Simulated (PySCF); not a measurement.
# Working with the constants of SrH⁺

RHF-CCSD(T) constants of SrH⁺, ¹Σ⁺ (singlet), closed shell (PySCF, scalar-relativistic core potentials, basis sets Sr def2-TZVP with ECP28, H def2-TZVP; masses 87.9056 and 1.0078 u):

* ωe: 1332.8 cm⁻¹
* ωexe: 20.7 cm⁻¹
* Be: 3.9675 cm⁻¹
* αe: 0.0896 cm⁻¹
* D (centrifugal): 0.000141 cm⁻¹
* De to Sr⁺ + H: 1.75 eV

(1) Give the band origin of the fundamental and the first lines of its P and R branches.

(2) Near which J would the R branch turn back, without centrifugal distortion?

Correlated steps freeze no core orbitals. For an ion De counts to the pair picked by the measured ionisation energies or electron affinities, which need not be the lowest pair at this level. Where the molecule has an RHF reference, its open-shell atoms are computed with UHF. The CCSD T1 diagnostic is raised, a sign that a single reference may not be enough here.

Results:

(1) ν0 = ωe − 2ωexe = 1291.4 cm⁻¹, B0 = 3.9227, B1 = 3.8331 cm⁻¹.

```csv
J″,P(J″) − ν0,R(J″) − ν0
0,,7.666
1,-7.845,15.149
2,-15.865,22.446
3,-24.059,29.554
4,-32.421,36.469
5,-40.948,43.187
6,-49.639,49.707
```

(2) At J ≈ (B0 + B1)/(2(B0 − B1)) − 1 ≈ 42.
